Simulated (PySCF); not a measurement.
**Si (silicon, neutral) across methods**

[Ne] 3s2 3p1 4s1, high-spin 3P determinant (an excited configuration). All numbers are calculated (PySCF 2.14, the non-relativistic Hamiltonian (point nucleus), in aug-cc-pV(Q+d)Z (7s6p5d3f2g, 89 functions)). The B2PLYP total includes its PT2 part (frozen core); its orbital energies are those of the SCF part.

| method | E (hartree) | mean ε 3s β (eV) | mean ε 3p α (eV) | mean ε 4s α (eV) | Σ⟨r²⟩ (bohr²) | ⟨S²⟩ |
| --- | --- | --- | --- | --- | --- | --- |
| PBE | -289.0497 | -13.628 | -7.621 | -1.861 | 62.01 | 2.004 |
| LDA | -288.0351 | -13.746 | -7.484 | -1.862 | 61.07 | 2.002 |
| MN15 | -289.0776 | -15.144 | -8.916 | -2.279 | 60.65 | 2.004 |
| B2PLYP | -289.0815 | -15.612 | -9.633 | -2.331 | 62.31 | 2.008 |
| BLYP | -289.2086 | -13.564 | -7.339 | -1.637 | 61.48 | 2.003 |
| UHF | -288.68360 | -16.929 | -11.572 | -2.892 | 63.48 | 2.016 |
| M06 | -289.1839 | -14.754 | -8.350 | -2.069 | 62.64 | 2.002 |
| r2SCAN | -289.1582 | -13.817 | -8.008 | -1.824 | 62.35 | 2.011 |
| PBE0 | -289.0736 | -14.733 | -8.743 | -2.200 | 62.31 | 2.006 |

The outer electron is Rydberg-like, and this basis confines it to a smaller radius and binds it less than a complete one would.
